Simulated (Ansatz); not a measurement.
Relaxation of F2H4Si2 (8 atoms, charge 0, multiplicity 1), to a largest force component of 0.02 eV/Å in at most 40 steps.

Method: Ansatz 0.2.0, RKS PBE-D4/STO-3G.

```xyz
8
Properties=species:S:1:pos:R:3
Si 0.000 0.000 0.000
H 0.000 0.000 1.460
F 1.499 0.000 -0.529
F -0.749 1.297 -0.529
Si -1.046 -1.812 -0.739
H -1.703 -2.485 0.377
H -2.045 -1.427 -1.731
H -0.078 -2.717 -1.351
```

Task: Where does it end, and by what steps?

Result: The forces met the threshold. The force dipped under the threshold on the way, but the program's further checks kept it going. Limits of this set-up: minimal basis. After 19 steps the energy has fallen by 0.276 eV; H8 moved furthest, 0.60 Å.

```csv
step,energy less start (eV),largest force component (eV/Å),accepted
0,0.0000,2.461,yes
1,-0.1967,1.223,yes
2,-0.2576,0.405,yes
3,-0.2666,0.048,yes
4,-0.2670,0.007,yes
5,-0.2673,0.041,yes
6,-0.2675,0.050,yes
7,-0.2678,0.075,yes
8,-0.2684,0.058,yes
9,-0.2698,0.056,yes
10,-0.2696,0.166,no
11,-0.2710,0.062,yes
12,-0.2711,0.150,yes
13,-0.2724,0.101,yes
14,-0.2736,0.005,yes
15,-0.2744,0.035,yes
16,-0.2745,0.094,yes
17,-0.2752,0.038,yes
18,-0.2755,0.005,yes
19,-0.2757,0.007,yes
```

```xyz
8
Properties=species:S:1:pos:R:3
Si 0.022 0.003 0.014
H 0.476 -0.187 1.405
F 1.349 0.380 -0.908
F -0.930 1.362 -0.030
Si -1.072 -1.850 -0.755
H -2.162 -2.214 0.139
H -1.636 -1.647 -2.081
H -0.168 -2.990 -0.829
```

Whether the end is a true minimum wasn't checked by a vibrational analysis.

The run took 28 s on 1 thread of Arm Neoverse V1, on a shared host, peak memory 0.1 GiB.
